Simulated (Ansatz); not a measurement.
`OC(F)(F)[SiH2]Cl` + `CO[SiH](O)F` → `O[SiH](F)[SiH2]Cl` + `COC(O)(F)F`  (formal exchange of groups at the Si–C bond)

Isolated molecules relaxed with PBE0-D4/def2-TZVP in Ansatz; ΔE leaves out vibrations. CBS: MP2 limit from def2 TZ/QZ plus the TZ coupled-cluster correction, frozen cores. Each species was taken in one conformer, which may not be the lowest.

`OC(F)(F)[SiH2]Cl`:

```xyz
9

O    -1.061   -0.362   -1.195
C     0.101    0.118   -0.708
F     0.248    1.434   -1.038
F     1.166   -0.508   -1.310
Si    0.243   -0.153    1.193
Cl   -1.259    0.869    2.120
H    -1.101   -0.188   -2.146
H     1.551    0.388    1.617
H     0.114   -1.599    1.467
```

`CO[SiH](O)F`:

Cartesian coordinates in Å:
```
C 1.421 -0.249 0.741
O 0.285 -0.619 -0.012
Si -1.025 0.308 -0.258
O -1.963 -0.399 -1.373
F -0.526 1.743 -0.743
H 1.169 -0.113 1.798
H 1.866 0.676 0.362
H 2.156 -1.051 0.661
H -1.838 0.526 0.948
H -1.544 -0.822 -2.124
```

`O[SiH](F)[SiH2]Cl`:

```xyz
9

O    -0.423   -1.885    0.460
Si   -0.367   -0.760   -0.719
F     0.786   -1.088   -1.777
Si    0.163    1.312    0.260
Cl    1.413    0.819    1.841
H     0.214   -1.808    1.175
H    -1.656   -0.835   -1.439
H     0.895    2.248   -0.628
H    -1.025    1.998    0.827
```

`COC(O)(F)F`:

Cartesian coordinates in Å:
```
C 1.398 0.110 0.143
O 0.098 -0.227 0.616
C -0.909 -0.099 -0.279
O -2.084 -0.417 0.294
F -0.938 1.168 -0.779
F -0.736 -0.891 -1.352
H 1.667 -0.508 -0.715
H 2.076 -0.095 0.968
H 1.451 1.166 -0.127
H -2.023 -0.207 1.231
```

| level | ΔE (kJ/mol) |
| --- | --- |
| CCSD(T)/def2-TZVPP | 112.8 |
| HF/CBS(def2) | 119.1 |
| MP2/CBS(def2) | 126.5 |
| CCSD/CBS(def2) | 118.9 |

Problem. What does CCSD(T)/CBS give? (Best estimate.)

Solution. Computed: +117.1 kJ/mol. The listed levels differ from it by -4.3, 2.0, 9.4, 1.8 kJ/mol.

Largest T1 diagnostic among the species: 0.012.
